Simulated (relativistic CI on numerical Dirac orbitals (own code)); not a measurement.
## Re6+ (5d) in a crystal field

Calculated by Dirac-Coulomb-Breit CI, separate exchange-only KLI orbitals for each configuration, model QED, one configuration in a parametric crystal field, unscaled Slater integrals (own radial code).

Field parameters in Wybourne normalisation: Oh B⁴₀ = 21Dq, B⁴₄ = √(5/14) B⁴₀. The field is a parameter set, without covalency.

S is read from ⟨S²⟩ = S(S + 1).

Powder χT (cm³ K mol⁻¹) by Van Vleck's formula, with temperature-independent terms:

| Field | 2 K | 5 K | 10 K | 20 K | 50 K | 100 K | 200 K | 300 K |
| --- | --- | --- | --- | --- | --- | --- | --- | --- |
| Oh, 10Dq = 10000 cm⁻¹ | 0.166 | 0.166 | 0.166 | 0.167 | 0.168 | 0.17 | 0.175 | 0.179 |
| Oh, 10Dq = 18000 cm⁻¹ | 0.0879 | 0.0881 | 0.0884 | 0.089 | 0.0908 | 0.0939 | 0.1 | 0.106 |
| Oh, 10Dq = 25950 cm⁻¹ | 0.052 | 0.0522 | 0.0526 | 0.0533 | 0.0553 | 0.0588 | 0.0657 | 0.0726 |
| Oh, 10Dq = 33950 cm⁻¹ | 0.0338 | 0.034 | 0.0344 | 0.0351 | 0.0373 | 0.0409 | 0.0482 | 0.0555 |
| Oh, 10Dq = 41950 cm⁻¹ | 0.0236 | 0.0238 | 0.0242 | 0.0249 | 0.0272 | 0.031 | 0.0385 | 0.046 |

Question: For Oh, 10Dq = 33950 cm⁻¹: what effective moment follows at 300 K?

Answer: μ_eff = √(8χT) = 0.67 μB. The ground level has S = 0.50; the spin-only moment for S = 1/2 is 1.73 μB. The difference comes from the orbital moment, spin-orbit mixing of terms and temperature-independent paramagnetism, all larger in this ionic model than in covalent complexes.
